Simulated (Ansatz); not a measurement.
Au₄Cl₃, relaxed as a doublet with UKS r2SCAN-D4/def2-SVP in Ansatz, starting from the GFN2-xTB geometry. Force threshold 0.02 eV/Å.

In the def2 sets Au takes a core potential; there is no spin–orbit coupling. Another isomer (doublet) lies 0.77 eV lower at PBE0-D4/def2-TZVP; other spin states weren't run for this one.

Start:

```xyz
7

Au   -0.252   -2.741   -1.485
Au   -1.383   -0.508   -0.745
Au    1.156   -1.230    0.112
Au    0.037    1.451    1.118
Cl   -2.252    1.419    0.496
Cl    0.699    1.298   -1.312
Cl    1.996    0.311    1.817
```

| step | energy (eV) | largest force component (eV/Å) | SCF passes |
| --- | --- | --- | --- |
| 1 | -52338.4933 | 0.553 | 23 |
| 2 | -52338.6420 | 0.263 | 36 |
| 3 | -52338.6855 | 0.233 | 29 |
| 4 | -52338.7406 | 0.140 | 32 |
| 5 | -52338.7670 | 0.075 | 28 |
| 6 | -52338.7803 | 0.135 | 28 |
| 7 | -52338.7941 | 0.088 | 27 |
| 8 | -52338.8078 | 0.127 | 26 |
| 9 | -52338.8296 | 0.121 | 26 |
| 10 | -52338.8565 | 0.184 | 28 |
| 11 | -52338.8910 | 0.232 | 28 |
| 12 | -52338.9407 | 0.134 | 28 |
| 13 | -52338.9866 | 0.170 | 29 |
| 14 | -52339.0310 | 0.187 | 28 |
| 15 | -52339.0715 | 0.196 | 30 |
| 16 | -52339.1046 | 0.092 | 28 |
| 17 | -52339.1223 | 0.159 | 29 |
| 18 (rejected) | -52339.1213 | 0.326 | 29 |
| 19 | -52339.1296 | 0.033 | 27 |
| 20 | -52339.1301 | 0.068 | 27 |
| 21 | -52339.1309 | 0.093 | 22 |
| 22 | -52339.1321 | 0.007 | 23 |

Force components are those of the run's own axes.

End:

```xyz
7

Au   -0.790   -3.460   -0.393
Au   -1.592   -0.991   -0.552
Au    0.987   -1.670    0.240
Au    0.267    1.164    0.132
Cl   -2.087    1.349   -0.614
Cl    0.781    3.449    0.412
Cl    2.435    0.158    0.775
```

By distances, no bond broke or formed. The bond that changes most is Au4–Cl6, from 2.52 to 2.36 Å (atoms count from 1).

No frequencies were taken in this run, so the end may be a saddle point.

Hardware: 4 threads of Arm Neoverse V1 on a shared host. Wall time 5.3 min.
